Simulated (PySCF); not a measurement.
K, charge +1, singlet. Base run: PBE0/def2-TZVP in PySCF.

PySCF was given this input:
```python
from pyscf import gto, scf, dft

mol = gto.M(
    atom='''
K     0.00000000    0.00000000    0.00000000
''',
    basis='def2-tzvp',
    charge=1,
    verbose=4,
)

mf = dft.RKS(mol)
mf.xc = 'pbe0'
mf.kernel()
```

Each row names what was changed in the base input (with any setting that the change needs).

```json
[
 {"change": "base", "basis functions": "33", "E (Eh)": "-599.57829", "HOMO (eV)": "-26.92", "HOMO-LUMO gap (eV)": "21.46"},
 {"change": "basis = x2c-SVPall; relativity = spin-free X2C; nucleus = Gaussian (with nucmod='G')", "basis functions": "24", "E (Eh)": "-601.79751", "HOMO (eV)": "-27.19", "HOMO-LUMO gap (eV)": "21.82"},
 {"change": "basis = ANO-RCC-VDZP; relativity = spin-free X2C", "basis functions": "22", "E (Eh)": "-601.89671", "HOMO (eV)": "-26.87", "HOMO-LUMO gap (eV)": "21.49"},
 {"change": "basis = jorge-DZP-DKH; relativity = none", "basis functions": "31", "E (Eh)": "-599.14705", "HOMO (eV)": "-26.97", "HOMO-LUMO gap (eV)": "21.51"},
 {"change": "basis = ANO-RCC-VDZP; relativity = none", "basis functions": "22", "E (Eh)": "-598.81812", "HOMO (eV)": "-26.91", "HOMO-LUMO gap (eV)": "21.56"},
 {"change": "basis = ANO-RCC-VDZP; relativity = spin-free X2C; nucleus = Gaussian (with nucmod='G')", "basis functions": "22", "E (Eh)": "-601.89582", "HOMO (eV)": "-26.87", "HOMO-LUMO gap (eV)": "21.49"},
 {"change": "basis = x2c-SVPall; relativity = spin-free X2C", "basis functions": "24", "E (Eh)": "-601.79827", "HOMO (eV)": "-27.19", "HOMO-LUMO gap (eV)": "21.82"},
 {"change": "basis = jorge-DZP-DKH; relativity = spin-free X2C", "basis functions": "31", "E (Eh)": "-601.88638", "HOMO (eV)": "-26.96", "HOMO-LUMO gap (eV)": "21.47"},
 {"change": "basis = x2c-SVPall; relativity = none", "basis functions": "24", "E (Eh)": "-599.08482", "HOMO (eV)": "-27.06", "HOMO-LUMO gap (eV)": "21.71"},
 {"change": "basis = jorge-DZP-DKH; relativity = spin-free X2C; nucleus = Gaussian (with nucmod='G')", "basis functions": "31", "E (Eh)": "-601.88555", "HOMO (eV)": "-26.96", "HOMO-LUMO gap (eV)": "21.47"}
]
```

Absolute energies of different levels of theory aren't comparable as measures of quality.

Basis sets contracted for a relativistic Hamiltonian are a mismatch without it, so the rows without relativity aren't non-relativistic limits. No row has spin-orbit coupling; sets with core potentials leave out the core electrons.
